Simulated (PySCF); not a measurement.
# ECD: `CC1=CC[C@@H](C)[Si@@H]1O`, C$_{6}$H$_{12}$OSi

Geometry (Å), atoms numbered from 1 in this order:
```xyz
20

C     2.868   -0.201   -0.123
C     1.384   -0.217   -0.297
C     0.748   -0.933   -1.221
C    -0.750   -0.901   -1.262
C    -1.280    0.266   -0.411
C    -2.601   -0.078    0.264
Si    0.152    0.728    0.771
O     0.416    2.325    0.987
H     3.365   -0.806   -0.880
H     3.245    0.820   -0.183
H     3.129   -0.586    0.861
H     1.258   -1.564   -1.939
H    -1.123   -1.846   -0.855
H    -1.105   -0.841   -2.294
H    -1.467    1.111   -1.084
H    -3.358   -0.351   -0.471
H    -2.970    0.773    0.834
H    -2.474   -0.913    0.949
H     0.013    0.310    2.160
H     0.546    2.915    0.248
```

Method: TDDFT B3LYP/def2-SVPD circular dichroism and optical rotation, one conformer, gas phase (PySCF). Geometry: GFN2-xTB.

The molecule is flexible and this is one conformer; a measurement averages over conformers. States above about 6.9 eV (minus the energy of the highest occupied orbital) lie near or above the ionisation threshold and depend on the basis.

Task: Assign R or S to each stereocentre.

Result: C5 R, Si7 S.

Task: List the lowest 8 singlet excitations with oscillator and rotatory strengths.

Result: Rotatory strengths R in 10⁻⁴⁰ esu² cm², velocity form and length form (origin at the centre of mass); f in length form.
```tsv
state	E (eV)	λ (nm)	f	R (velocity)	R (length)	main
1	5.73	216	0.013	-2.0	-1.9	HOMO→LUMO 0.49, HOMO−1→LUMO 0.49
2	6.12	203	0.048	-11.8	-11.8	HOMO→LUMO+1 0.34, HOMO−1→LUMO 0.32
3	6.34	196	0.038	-16.6	-19.1	HOMO→LUMO+1 0.53, HOMO−1→LUMO 0.13
4	6.56	189	0.002	-5.5	-6.4	HOMO−1→LUMO+1 0.76, HOMO→LUMO+2 0.12
5	6.64	187	0.035	+33.3	+32.9	HOMO→LUMO+2 0.66, HOMO−2→LUMO 0.10
6	6.83	182	0.003	+5.1	+4.8	HOMO−2→LUMO 0.60, HOMO→LUMO+3 0.25
7	6.89	180	0.038	-1.2	-0.3	HOMO→LUMO+3 0.55, HOMO−1→LUMO+2 0.16
8	7.02	177	0.033	+21.2	+25.9	HOMO−1→LUMO+2 0.66, HOMO−2→LUMO 0.16
```

Among the states computed, the strongest CD band (largest |R|) is state 5. The largest dissymmetry factor in size, g = 4R/(D+G), with D and G the electric and magnetic dipole strengths, is -0.021 for state 4 (velocity form, f = 0.003), among bands with |R| over 0.5. The mirror image has the same energies and oscillator strengths and all R with the opposite sign.
